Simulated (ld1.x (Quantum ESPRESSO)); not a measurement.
# Br: ultrasoft pseudisation with PBE, scalar-relativistic reference atom.

The input file (ld1.x (Quantum ESPRESSO) 7.5):

```
&input
   title='Br', zed=35., rel=1, dft='PBE', iswitch=3,
   config='[Ar] 3d10 4s1.75 4p5.25',
   nld=3, rlderiv=1.75, eminld=-7.0, emaxld=5.0, deld=0.02
 /
 &inputp
   pseudotype=3, tm=.true., lloc=-1, rcloc=0.80,
   nlcc=.false.,
   which_augfun='PSQ', rmatch_augfun_nc=.true.,
   file_pseudopw='Br.UPF', file_wfcaegen='ae.wfc', file_wfcncgen='nc.wfc', file_beta='beta', file_chi='chi', file_wfcusgen='us.wfc'
 /
6
4S  1  0   1.75   0.00  1.30  1.55  0.0
4S  1  0   0.00   1.65  1.30  1.55  0.0
4P  2  1   5.25   0.00  1.20  1.60  0.0
4P  2  1   0.00   2.80  1.20  1.60  0.0
3D  3  2  10.00   0.00  0.70  0.95  0.0
3D  3  2   0.00   0.25  0.70  0.95  0.0
 &test
   configts(1)='3d10 4s1.75 4p5.25'
 /
```

Command:

```bash
ld1.x < Br.in > Br.out
```

Output (shortened: banner, matrices, multipoles, cross overlaps and the repeated all-electron block are left out):

```
Program LD1 v.7.5
     --------------------------- All-electron run ----------------------------

     Br
     scalar relativistic calculation

     atomic number is 35.00
     dft =PBE   lsd =0 sic =0 latt =0  beta=0.20 tr2=1.0E-14
     Exchange-correlation= PBE
                           (   1   4   3   4   0   0   0)
     mesh =1213 r(mesh) =  98.95369 a.u. xmin = -7.00 dx = 0.01250
     1 Ry =  13.60569312 eV, c = 137.03599908

     n l     nl                  e(Ry)          e(Ha)          e(eV)
     1 0     1S 1( 2.00)      -978.8945      -489.4472    -13318.5380
     2 0     2S 1( 2.00)      -127.4099       -63.7050     -1733.5001
     2 1     2P 1( 6.00)      -112.3762       -56.1881     -1528.9556
     3 0     3S 1( 2.00)       -17.5278        -8.7639      -238.4776
     3 1     3P 1( 6.00)       -12.7809        -6.3904      -173.8925
     3 2     3D 1(10.00)        -4.9326        -2.4663       -67.1111
     4 0     4S 1( 1.75)        -1.4947        -0.7474       -20.3365
     4 1     4P 1( 5.25)        -0.5889        -0.2945        -8.0125

     final scf error:  1.0E-14 reached in  35 iterations

     Etot =   -5212.603557 Ry,   -2606.301778 Ha,  -70921.084364 eV

     Ekin =    5325.372720 Ry,    2662.686360 Ha,   72455.386997 eV
     Encl =  -12568.317281 Ry,   -6284.158641 Ha, -171000.668005 eV
     Eh   =    2214.493521 Ry,    1107.246760 Ha,   30129.719266 eV
     Exc  =    -184.152516 Ry,     -92.076258 Ha,   -2505.522622 eV

     normalization and overlap integrals

     s(1S/1S) =  1.000000  <r> =   0.0427  <r2> =    0.0025  r(max) =   0.0279
     s(2S/2S) =  1.000000  <r> =   0.1895  <r2> =    0.0424  r(max) =   0.1584
     s(2P/2P) =  1.000000  <r> =   0.1654  <r2> =    0.0335  r(max) =   0.1280
     s(3S/3S) =  1.000000  <r> =   0.5514  <r2> =    0.3498  r(max) =   0.4817
     s(3P/3P) =  1.000000  <r> =   0.5641  <r2> =    0.3727  r(max) =   0.4817
     s(3D/3D) =  1.000000  <r> =   0.5902  <r2> =    0.4323  r(max) =   0.4305
     s(4S/4S) =  1.000000  <r> =   1.6716  <r2> =    3.2076  r(max) =   1.4115
     s(4P/4P) =  1.000000  <r> =   2.0961  <r2> =    5.1845  r(max) =   1.6606

     ------------------------ End of All-electron run ------------------------

     --------------------- Generating US pseudopotential ---------------------

      Generating local potential from pseudized AE potential:
      Matching radius rcloc =   0.8000

      Local pseudo, rcloc= 0.794 Estimated cut-off energy=    38.78 Ry
      Wfc-us  4S rcutus= 1.560  Estimated cut-off energy=    18.92 Ry
      Wfc-us  4S rcutus= 1.560  Estimated cut-off energy=    25.75 Ry
      Wfc-us  4P rcutus= 1.599  Estimated cut-off energy=    29.02 Ry
      Wfc-us  4P rcutus= 1.599  Estimated cut-off energy=    36.37 Ry
      Wfc-us  3D rcutus= 0.946  Estimated cut-off energy=   132.32 Ry
      Wfc-us  3D rcutus= 0.946  Estimated cut-off energy=   227.44 Ry

     Q pseudized with Bessel functions
     Expected ecutrho=     831.9351 due to l1=  2   l2=  2

     ------------------- End of pseudopotential generation -------------------

     Computing logarithmic derivative in   1.75667
     Computing logarithmic derivative in   1.75667
     Computing the partial wave expansion
     R is outside the sphere for l=    0 j= 0.00
     R is outside the sphere for l=    0 j= 0.00
     R is outside the sphere for l=    1 j= 0.00
     R is outside the sphere for l=    1 j= 0.00
     R is outside the sphere for l=    2 j= 0.00
     R is outside the sphere for l=    2 j= 0.00

     ---------------------- Testing the pseudopotential ----------------------

     Br
     scalar relativistic calculation

     atomic number is 35.00   valence charge is 17.00
     dft =PBE   lsd =0 sic =0 latt =0  beta=0.20 tr2=1.0E-14
     mesh =1213 r(mesh) =  98.95369 xmin = -7.00 dx = 0.01250

     n l     nl             e AE (Ry)        e PS (Ry)    De AE-PS (Ry)
     3 2     3D   1(10.00)       -4.93258       -4.93260        0.00002
     1 0     4S   1( 1.75)       -1.49471       -1.49472        0.00001
     2 1     4P   1( 5.25)       -0.58891       -0.58891        0.00000

     eps = 3.0E-16  iter =  6

     Etot =   -5212.603557 Ry,   -2606.301778 Ha,  -70921.084364 eV
     Etotps =  -307.328074 Ry,    -153.664037 Ha,   -4181.411464 eV

     Ekin =     120.125328 Ry,      60.062664 Ha,    1634.388344 eV
     Encl =    -803.783375 Ry,    -401.891687 Ha,  -10936.029932 eV
     Ehrt =     261.765904 Ry,     130.882952 Ha,    3561.506565 eV
     Ecxc =     -31.254337 Ry,     -15.627168 Ha,    -425.236916 eV
     Epseu=     145.818405 Ry,      72.909203 Ha,    1983.960476 eV

     ---------------------- End of pseudopotential test ----------------------
```

Note: ghost state, extra bound levels that the all-electron valence spectrum of the same l lacks: s at -372.0 eV. A true bound ghost makes a file unfit for plane-wave use.

Generation and configuration tests took about 1.5 s on one core of a shared server CPU.
